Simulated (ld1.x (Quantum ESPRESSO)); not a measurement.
Values are calculated unless marked as measured or tabulated.
## Potentials for lead (Pb) compared

Generated with ld1.x 7.5 (TM, RRKJ, ultrasoft, PAW), atompaw 4.2 or ONCVPSP 4.0.1. The cutoff is in Ry: for ld1.x and atompaw files where the sum of valence levels is converged to 10 mRy in a Bessel basis, for ONCV files where the hardest occupied wave has 1 mHa per electron of residual kinetic energy. The error is the largest all-electron minus pseudo excitation energy over each file’s own four to seven test configurations (ionisations up to +4, promotions, holes and added fractions of an electron), all of which were solved. The labels leave out finer settings (local radius, basis sizes, second energies), which also bear on the numbers. Spin-polarised tests are not counted. The rows are a selection from randomly drawn settings: files with unsolved tests, undetermined cutoffs or missed reference levels are left out.

A true bound ghost makes a file unfit for plane-wave use even where its test errors are small: the radial tests pick states by their node count and pass the ghost by.

| potential | cutoff (Ry) | largest error (meV) | bound ghosts |
| --- | --- | --- | --- |
| TM semilocal, PBE, scalar-relativistic, rc 1.90/2.20 (sp), local p, core correction yes, reference 6s2 6p2 | 21 | -613 | none |
| TM semilocal, PBEsol, scalar-relativistic, rc 1.50/2.55/2.70 (spd), local p, core correction yes, reference 6s2 6p1 | 50 | -428 | none |

Q: Fill in the row for Pb: TM, LDA (PZ), scalar-relativistic, rc 2.10/2.15 (sp), local s, core correction yes, reference 6s1.5 6p2.5.

A: cutoff 21 Ry, largest error -469 meV, bound ghosts: none.

Q: Fill in the row for Pb: ultrasoft, PBE, non-relativistic, rc 2.56/2.85 (sp), local smoothed, core correction yes, reference 6s2 6p0.

A: cutoff 6 Ry, largest error -93 meV, bound ghosts: d.

Q: Fill in the row for Pb: TM semilocal, LDA (PZ), scalar-relativistic, rc 1.45/2.85/1.85 (spd), local d, core correction yes, reference 5d10 6s1 6p3.

A: cutoff 60 Ry, largest error -46 meV, bound ghosts: none.
